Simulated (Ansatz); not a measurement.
Input for Ansatz (a quantum-chemistry and plane-wave program): U-CCSD(T)/aug-cc-pVTZ on BeH2O (SMILES [BeH][OH]), a point of a bond scan (R = 0.857 Å).

Ansatz 0.2 input:
```yaml
crystal:
  periodic: [false, false, false]
  atoms:
    - {symbol: Be, position_ang: [-0.78408142, -0.35296304, 0.02982263]}
    - {symbol: H, position_ang: [-1.99529587, -0.89492562, 0.07984893]}
    - {symbol: O, position_ang: [0.51114037, 0.18521819, -0.07360318]}
    - {symbol: H, position_ang: [0.98936276, 0.76105084, 0.34335709]}
basis:
  gaussian:
    orbitals: aug-cc-pVTZ
correlation: {method: ccsd_t, electrons: outside_noble_gas}
scf: {omitted_lower_state_checks: [cluster_reference]}
magnetization: {spin_polarized: true, initial_magnetization: 0}
```

Output:

```
WARN ansatz: RAYON_NUM_THREADS=1 ignored (pool sized by the plan → 1); use --threads N
Functional definition: HF
these checks for a lower state are left out or cut short: cluster_reference
integrals: 0.45 GiB planned
808 factors; integrals over basis functions are off by at most 9.7e-4 eV
mean field: 0.31 GiB planned
mean field evaluation 1: about -2466.1650 eV, gradient 2.9e1 eV
mean field evaluation 2: about -2466.1651 eV, gradient 2.9e1 eV
mean field evaluation 4: about -2469.2951 eV, gradient 1.4e0 eV
mean field evaluation 8: about -2469.3159 eV, gradient 5.4e-4 eV
mean field -2469.31592396 eV, -90.7456864432 hartree, gradient 1.1e-6 eV, S^2 0.000000; 0 other end points of the search recorded, 0 dependent functions left out
2 core orbitals not correlated
reference -2469.31592396 eV, -90.7456864432 hartree; 5, 5 occupied and 131, 131 virtual orbitals, 808 factors
second order -8.20154129 eV of doubles, -0.00000000 eV of singles
coupled cluster: 1.12 GiB planned
cycle   1  -8.23312640 eV  change   -3.2e-2 eV  update   6.2e-2
cycle   2  -8.41485367 eV  change   -1.8e-1 eV  update   1.9e-2
cycle   3  -8.46666342 eV  change   -5.2e-2 eV  update   9.8e-3
cycle   4  -8.46161974 eV  change    5.0e-3 eV  update   2.2e-3
cycle   5  -8.46083609 eV  change    7.8e-4 eV  update   1.0e-3
cycle   6  -8.46107695 eV  change   -2.4e-4 eV  update   2.5e-4
cycle   7  -8.46102862 eV  change    4.8e-5 eV  update   8.5e-5
cycle   8  -8.46101837 eV  change    1.0e-5 eV  update   2.2e-5
cycle   9  -8.46102162 eV  change   -3.2e-6 eV  update   7.8e-6
perturbative correction -0.26834476 eV, -0.0098614882 hartree
Total energy: -2478.04529034 eV, -91.0664847407 hartree
Checks for a lower state left out: cluster_reference
```

The run converged.

Cost: roughly 19 core-seconds.
